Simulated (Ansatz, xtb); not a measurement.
BFH2NS: which of two isomers lies lower

We compare a, `FBN[S]`, a doublet, with b, `NB(F)[S]`, a doublet. Both are isolated molecules in the gas phase, relaxed with B3LYP-D3(BJ)/def2-SVP; the shapes shown needn't be the lowest conformers.

a (Å):

```xyz
6

B     0.7549    1.0207   -1.2497
F    -0.1661    1.9526   -1.0253
N     0.6485   -0.2022   -0.5194
S     1.6982   -1.5022   -0.6491
H     1.6397    1.2075   -2.0381
H    -0.1245   -0.3101    0.1400
```

b (Å):

```xyz
6

B    -0.5031    0.9561    0.7840
F     0.3380    0.3862   -0.0929
N    -1.8416    1.1564    0.4306
S     0.1858    1.4366    2.4105
H    -2.1913    0.8784   -0.4795
H    -2.5333    1.5781    1.0355
```

Quicker runs give these differences E(b) − E(a): GFN2-xTB −8.3 kcal/mol; HF/STO-3G −21.0 kcal/mol (at GFN2-xTB geometries); r2SCAN-D4/def2-SVP −28.5 kcal/mol (at GFN2-xTB geometries).

Problem. Estimate E(b) − E(a) at the level CCSD(T)/def2-SVP + ΔMP2/def2-TZVPP.

Solution. Calculated at CCSD(T)/def2-SVP + ΔMP2/def2-TZVPP: E(b) − E(a) = −25.7 kcal/mol, so structure b lies lower.

Level by level:

| level | geometry | E(b) − E(a) (kcal/mol) | departure from the last row (kcal/mol) | job, with rough time for the two |
| --- | --- | --- | --- | --- |
| GFN2-xTB | GFN2-xTB | −8.3 | +17.4 | optimisation, 0.16 s |
| HF/STO-3G | GFN2-xTB | −21.0 | +4.7 | single point, 0.58 s |
| r2SCAN-D4/def2-SVP | GFN2-xTB | −28.5 | −2.8 | single point, 6.9 s |
| B3LYP-D3(BJ)/def2-SVP | B3LYP-D3(BJ)/def2-SVP | −25.0 | +0.7 | optimisation, 68 s |
| HF/def2-SVP | B3LYP-D3(BJ)/def2-SVP | −31.3 | −5.7 | part of the CCSD(T) run |
| MP2/def2-SVP | B3LYP-D3(BJ)/def2-SVP | −29.1 | −3.4 | part of the CCSD(T) run |
| CCSD(T)/def2-SVP | B3LYP-D3(BJ)/def2-SVP | −28.0 | −2.3 | single point |
| CCSD(T)/def2-SVP + ΔMP2/def2-TZVPP | B3LYP-D3(BJ)/def2-SVP | −25.7 |  | single point, 46 s |

As drawn, b has 1 B–S, 1 N–H in place of 1 N–S, 1 B–H.

None of the levels shown reverses the order. The largest departure from CCSD(T)/def2-SVP + ΔMP2/def2-TZVPP is that of GFN2-xTB, 17.4 kcal/mol. The last row adds to CCSD(T) the change of the MP2 difference between the two basis sets, here +2.3 kcal/mol.

With harmonic frequencies from B3LYP-D3(BJ)/def2-SVP (ideal gas, rigid rotor, one conformer each, 298.15 K, 1 atm): on the last row, ΔE + ΔZPE = −25.0, ΔH = −24.9, ΔG = −25.1 kcal/mol.

Open shells are spin-unrestricted. The correlated steps freeze 8 core orbitals. Codes used: Ansatz 0.2.0, xtb 6.7.1; the last row on 1 thread of Arm Neoverse V1 on a shared host.
